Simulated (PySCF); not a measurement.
**Partial charges of `C#CC(=C=S)[SiH2]C(Cl)(Cl)Cl`**

Compound: C₅H₃Cl₃SSi.
Cartesian coordinates in Å at the GFN2-xTB level; atoms count from 1:
```xyz
13
C5H3Cl3SSi angstrom
C      3.257   -0.663   -0.585
C      2.189   -0.217   -0.267
C      0.923    0.287    0.102
C      0.796    1.402    0.778
S      0.595    2.713    1.577
Si    -0.547   -0.762   -0.442
C     -2.162    0.097    0.200
Cl    -2.345    1.716   -0.502
Cl    -3.556   -0.888   -0.286
Cl    -2.157    0.233    1.969
H      4.195   -1.044   -0.858
H     -0.524   -2.079    0.192
H     -0.671   -0.796   -1.897
```

Density: PBE0/pcSseg-1 (PySCF); schemes: Mulliken, IAO, Hirshfeld and ESP-fitted. Geometry: GFN2-xTB, one conformer, isolated molecule.

Task: Give the atomic charges in each scheme.

Result: In e; atoms taken as equivalent share a row and are averaged (×n: the atom named and its like, n in all):

| atom | environment | Mulliken | IAO | Hirshfeld | ESP-fitted |
| --- | --- | --- | --- | --- | --- |
| C1 | terminal alkyne carbon | -0.353 | -0.238 | -0.107 | -0.548 |
| C2 | alkyne carbon | +0.380 | -0.020 | -0.051 | +0.262 |
| C3 | outer carbon of cumulated double bonds | -0.614 | -0.401 | -0.128 | -0.201 |
| C4 | central carbon of cumulated double bonds | +0.079 | -0.026 | +0.040 | -0.036 |
| S5 | sulfur bonded to C | +0.093 | +0.172 | +0.028 | +0.086 |
| Si6 | SiH2 silicon | +0.894 | +0.829 | +0.325 | +0.295 |
| C7 | CCl3 carbon | -0.551 | -0.252 | +0.004 | -0.526 |
| Cl8/Cl9/Cl10 | chlorine of a CCl3 group | +0.028 | -0.026 | -0.029 | +0.092 |
| H11 | alkyne hydrogen | +0.048 | +0.207 | +0.095 | +0.339 |
| H12/H13 | Si–H hydrogen | -0.030 | -0.096 | -0.059 | +0.027 |

Mean size of the charges over all atoms: Mulliken 0.243 e, ESP-fitted 0.202 e, IAO 0.186 e, Hirshfeld 0.076 e. Each set sums to the total charge, 0, to within 0.001 e. The Hirshfeld scheme weights the molecular density at each point by an atom's share of the summed free-atom densities. The Mulliken scheme gives each basis function's population to the atom it is centred on and halves the overlap population of two atoms between them.

Lowest charge. The schemes don't all agree: Mulliken C3 (-0.614); IAO C3 (-0.401); Hirshfeld C3 (-0.128); ESP-fitted C1 (-0.548).

Highest charge. The schemes don't all agree: Mulliken Si6 (+0.894); IAO Si6 (+0.829); Hirshfeld Si6 (+0.325); ESP-fitted H11 (+0.339).

Task: Sum the charges by element, for elements with more than one atom.

Result: 
```tsv
element	atoms	Mulliken	IAO	Hirshfeld	ESP-fitted
C	5	-1.059	-0.938	-0.242	-1.049
Cl	3	+0.085	-0.079	-0.087	+0.276
H	3	-0.013	+0.016	-0.024	+0.392
```

Task: How closely do the schemes follow one another over all atoms?

Result: Correlation coefficient and root-mean-square difference: IAO with Hirshfeld 0.94, 0.187 e; Mulliken with IAO 0.90, 0.169 e; Mulliken with ESP-fitted 0.78, 0.232 e; Mulliken with Hirshfeld 0.75, 0.295 e; IAO with ESP-fitted 0.66, 0.227 e; Hirshfeld with ESP-fitted 0.49, 0.233 e.
